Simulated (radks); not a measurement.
Results of a calculation; reference values are marked as such.
Q: P2+, configuration [Ne] 3s1 3p1 4f1 (not the ground configuration). Level of theory: Dirac Kohn-Sham, PBE, spin-unpolarised, spherical densities, finite nucleus; open shells fill j = l - 1/2 first; Fermi nuclear charge, rms radius 3.1889 fm (a radial shooting solver on a logarithmic mesh with Libxc functionals).

Spin-orbit splittings of the eigenvalues, e(l+1/2) - e(l-1/2), with zeta = 2 splitting/(2l+1) and mean radii in bohr:

| shell | occ. | splitting (eV) | zeta (eV) | <r> j=l-1/2 | <r> j=l+1/2 |
|---|---|---|---|---|---|
| 2p | 6 | 0.9244 | 0.6163 | 0.4813 | 0.4835 |
| 3p | 1 | ? | ? | 1.844 | 1.848 |
| 4f | 1 | 0.0001235 | 0.00003527 | 5.696 | 5.696 |

Estimate the 3p splitting.

A: 0.09376 eV (zeta = 0.06251 eV).
